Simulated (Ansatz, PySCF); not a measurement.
Reaction (SMILES): O=[Si](F)F -> O=[Si](F)F as doublet, charge +1 + e-
Each molecule is optimised on its own at B3LYP-D3(BJ)/def2-TZVP (Ansatz, a program for electronic structure).
Geometry of the first species:
```
Si
O 1 1.5046
F 1 1.5705 2 127.64
F 1 1.5705 2 127.64 3 -180.00
```
Charge 0, spin multiplicity 1.

Wanted: adiabatic ionisation energy (0 K, with B3LYP-D3(BJ) harmonic zero-point energies from PySCF), in eV. Valence correlation only, unless marked. Open shells are spin-unrestricted. Spin-orbit coupling is left out. Non-relativistic. CBS marks a two-point X^-3 extrapolation of the correlation energy; Hartree-Fock from the larger set. [CCSD(T)-MP2]/basis is that difference in the basis named.

| level | program | adiabatic ionisation energy (eV) | minus last row |
|---|---|---|---|
| HF/def2-TZVPD | PySCF | 9.75 | -2.00 |
| BLYP/def2-TZVPD | Ansatz | 11.54 | -0.21 |
| revPBE-D4/def2-TZVPD | Ansatz + dftd4 | 11.54 | -0.21 |
| M06-L-D4/def2-TZVPD | PySCF + dftd4 | 11.32 | -0.43 |
| PBE0/STO-3G | Ansatz | 6.65 | -5.10 |
| PW6B95-D4/def2-TZVPD | PySCF + dftd4 | 11.63 | -0.12 |
| CAM-B3LYP-D4/def2-TZVPD | Ansatz + dftd4 | 11.65 | -0.10 |
| RPA@PBE/cc-pV(Q+d)Z | Ansatz | 11.84 | 0.09 |
| SCS-MP2/STO-3G | Ansatz | 5.70 | -6.05 |
| RI-MP2/CBS(cc-pV(T+d)Z,cc-pV(Q+d)Z)+[CCSD(T)-MP2]/cc-pV(T+d)Z | Ansatz | 11.75 | 0.00 |
